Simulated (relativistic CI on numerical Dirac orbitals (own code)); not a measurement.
Tb III: calculation against measurement

Method of calculation: Dirac-Coulomb-Breit CI, KLI orbitals optimised for each configuration, a model potential for QED, valence Slater integrals scaled by 0.85, P86 correlation energy added to each configuration (own radial code, finite nucleus).

Configuration list (outside the closed core [Kr] 4d10 5s2): 4f⁹5p⁶, 4f⁸5p⁶6s, 4f⁷5p⁶6s², 4f⁸5p⁶7s, 4f¹¹5p⁴. The list is cut by size and lacks configurations that can hold low levels.

| Configuration | Term (tabulated) | J | Measured (cm⁻¹) | Computed | Error | Purity (%) |
| --- | --- | --- | --- | --- | --- | --- |
| 4f⁹5p⁶ | 6H° | 15/2 | 0.0 | 0 | 0 | 94 |
| 4f⁹5p⁶ | 6H° | 13/2 | 2804.7 | 2841 | 36 | 97 |
| 4f⁹5p⁶ | 6H° | 11/2 | 4734.5 | 4798 | 64 | 94 |
| 4f⁹5p⁶ | 6H° | 9/2 | 6258.1 | 6313 | 55 | 94 |
| 4f⁹5p⁶ | 6F° | 11/2 | 6470.1 | 7559 | 1089 | 95 |
| 4f⁹5p⁶ | 6H° | 7/2 | 7422.2 | 7485 | 62 | 93 |
| 4f⁹5p⁶ | 6F° | 9/2 | 7621.6 | 8557 | 936 | 87 |
| 4f⁹5p⁶ | 6H° | 5/2 | 8285.9 | 8356 | 70 | 93 |
| 4f⁹5p⁶ | 6F° | 5/2 | 10220.4 | 11319 | 1098 | 93 |
| 4f⁸5p⁶6s | 8F | 13/2 | 17676.3 | 3767 | -13909 | 95 |
| 4f⁸5p⁶6s | 8F | 11/2 | 19181.1 | 5386 | -13795 | 75 |
| 4f⁸5p⁶6s | 6F | 11/2 | 20317.6 | 6654 | -13664 | 74 |
| 4f⁸5p⁶6s | 8F | 9/2 | 20649.0 | 6776 | -13873 | 90 |
| 4f⁸5p⁶6s | 8F | 7/2 | 21641.9 | 7750 | -13892 | 91 |
| 4f⁸5p⁶6s | 8F | 5/2 | 22384.8 | 8485 | -13900 | 93 |
| 4f⁸5p⁶6s | 6F | 9/2 | 22475.3 | 8555 | -13920 | 90 |
| 4f⁸5p⁶6s | 8F | 3/2 | 22898.2 | 8995 | -13903 | 93 |
| 4f⁸5p⁶6s | 8F | 1/2 | 23203.5 | 9298 | -13905 | 94 |
| 4f⁸5p⁶6s | 6F | 7/2 | 23357.6 | 9789 | -13568 | 91 |
| 4f⁸5p⁶6s | 6F | 5/2 | 24307.4 | 10713 | -13595 | 92 |
| 4f⁸5p⁶6s | 6F | 3/2 | 24862.6 | 11340 | -13523 | 93 |
| 4f⁸5p⁶6s | 6F | 1/2 | 25241.4 | 11712 | -13530 | 94 |

Measured levels from Martin, Zalubas and Hagan, Atomic Energy Levels: The Rare-Earth Elements, NSRDS-NBS 60 (1978); pairs were made by configuration, J and term (by order where the table uses no LS term), so strongly mixed levels may be paired wrongly. Some J values or terms of the table were assigned by a fit.

Mean error by configuration (cm⁻¹): 4f⁹5p⁶ 426; 4f⁸5p⁶6s -13767. Over the excited levels the mean absolute error is 8685 cm⁻¹ (21 of the 57 excited levels that our extract of the source holds in range could be paired, and the others can miss by more), and the median relative error of those above 1,000 cm⁻¹ is 56 %.
